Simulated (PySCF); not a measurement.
PySCF input file for C₂Fe, SMILES [C]([Fe])[C] (connectivity only; charge and spin as stated), neutral, multiplicity 5, B3LYP-D3(BJ)/def2-TZVP. The structure is a stationary point at B3LYP-D3(BJ)/def2-TZVP. The multiplicity is an assumed one; other spin states were not compared.

```python
import numpy as np
from pyscf import gto, scf, dft, df
from pyscf.hessian import thermo

mol = gto.M(
    atom='''
    Fe    0.00000000    0.00000000    0.76237797
    C     0.00000000    0.00000000   -1.01446754
    C     0.00000000    0.00000000   -2.28917034
    ''',
    basis='def2-TZVP',
    charge=0,
    spin=4,
    max_memory=1600,
    verbose=3,
)
mf = dft.UKS(mol, xc='b3lyp').density_fit(auxbasis='def2-universal-jkfit')
mf.disp = 'd3bj'
mf.grids.level = 3
mf.conv_tol = 1e-11
mf.max_cycle = 100
mf.kernel()
fine, coarse = mf.grids, dft.Grids(mol).set(level=1).build(with_non0tab=True)
for _ in range(3):  # follow internal instabilities
    mf.grids = coarse
    mo, _, stable, _ = mf.stability(return_status=True, nroots=4)
    mf.grids = fine
    if stable:
        break
    mf.kernel(mf.make_rdm1(mo, mf.mo_occ))

# [left out here: the lines that compute and print the analytic Hessian (its translational invariance restored by hand, since the grid's response is missing), thermochemistry and intensities]
```

It prints:

```

WARN: HOMO 0.159147604631715 >= LUMO -0.0229914935190495


WARN: HOMO -1.11450286306759 >= LUMO -1.74336972351018


WARN: HOMO -0.457045769925067 >= LUMO -0.720549233310852


WARN: HOMO -0.49314118162358 >= LUMO -0.588709777707649


WARN: HOMO -0.458412208270719 >= LUMO -0.564161578109395


WARN: HOMO -0.394808460742376 >= LUMO -0.567971212641783


WARN: HOMO -0.397300837695562 >= LUMO -0.566768583927985


WARN: HOMO -0.396063469751694 >= LUMO -0.567172378722706


WARN: HOMO -0.397312440905431 >= LUMO -0.568811056644776


WARN: HOMO -0.25033232531456 >= LUMO -0.411242601801679


WARN: HOMO -0.327949559771785 >= LUMO -0.65109122125552


WARN: HOMO -0.476142554611867 >= LUMO -0.62107784881746


WARN: HOMO -0.313204982986953 >= LUMO -0.446645206062822


WARN: HOMO -0.321998925430261 >= LUMO -0.391939959934426


WARN: HOMO -0.358384666821891 >= LUMO -0.444695097346646


WARN: HOMO -0.342902211631037 >= LUMO -0.446317970927709


WARN: HOMO -0.320643174437111 >= LUMO -0.364877866879077


WARN: HOMO -0.343664078387956 >= LUMO -0.379203359561291


WARN: HOMO 0.0541599627646071 >= LUMO -0.0948981859434947


WARN: HOMO -0.19729768461549 >= LUMO -0.309234260810058


WARN: HOMO -0.163181618468213 >= LUMO -0.162859057928069

converged SCF energy = -1339.78049110979  <S^2> = 6.0677144  2S+1 = 5.0270128
<class 'pyscf.df.df_jk.DFUKS'> wavefunction has an internal instability

WARN: HOMO -0.178326707455935 >= LUMO -0.309227800447001

converged SCF energy = -1339.79582494056  <S^2> = 6.0711588  2S+1 = 5.028383
<class 'pyscf.df.df_jk.DFUKS'> wavefunction has an internal instability
converged SCF energy = -1339.79588438435  <S^2> = 6.071162  2S+1 = 5.0283842
<class 'pyscf.df.df_jk.DFUKS'> wavefunction is stable in the internal stability analysis

WARN: DFTD3 does not support analytical Hessian, using finite difference


WARN: Mole.unit (angstrom) is changed to Bohr

Mode                                 0                   1                   2
Irrep
Freq [cm^-1]                      137.2148            137.2150            570.5219
Reduced mass [au]                  12.2736             12.2736             15.6970
Force const [Dyne/A]                0.1362              0.1362              3.0103
Char temp [K]                     197.4215            197.4218            820.8540
Normal mode                   x     y     z       x     y     z       x     y     z
       0  Fe                -0.01 -0.02  0.00    0.02 -0.01 -0.00   -0.00 -0.00 -0.07
       1   C                 0.12  0.22 -0.00   -0.22  0.12  0.00    0.00  0.00  0.16
       2   C                -0.07 -0.13  0.00    0.13 -0.07  0.00   -0.00 -0.00  0.19
Mode                                 3
Irrep
Freq [cm^-1]                     1807.9336
Reduced mass [au]                  12.0262
Force const [Dyne/A]               23.1603
Char temp [K]                    2601.2139
Normal mode                   x     y     z
       0  Fe                 0.00  0.00  0.01
       1   C                -0.00 -0.00 -0.22
       2   C                 0.00  0.00  0.19
temperature 298.1500 [K]
pressure 101325.00 [Pa]
Rotational constants [GHz] inf 4.69440 4.69440
Symmetry number 1
Zero-point energy (ZPE) 0.00604 [Eh]   15867.777 [J/mol]
                           tot       elec      trans        rot        vib
Entropy [J/mol/K]       270.740     13.382    163.376     68.078     25.903
Cv [J/mol/K]             41.505      0.000     12.472      8.314     20.719
Cp [J/mol/K]             49.819      0.000     20.786      8.314     20.719
Internal energy [J/mol]                      3718.434   2478.956  19832.123
Internal energy [Eh]   -1339.78597  -1339.79588
Enthalpy [J/mol]                             6197.391   2478.956  19832.123
Enthalpy [Eh]          -1339.78503
Gibbs free energy [J/mol]                  -42513.267 -17818.581  12109.010
Gibbs free energy [Eh] -1339.81577
mode   freq/cm-1   IR/(km/mol)
   1      137.21         6.050
   2      137.21         6.051
   3      570.52        20.896
   4     1807.93       166.645
max |gradient| / (hartree/bohr): 7.611420834887045e-06
APT charges: [ 0.7585 -0.7443 -0.0136]
```

Self-consistency was reached.

Cost: very roughly 2.0 core-minutes.
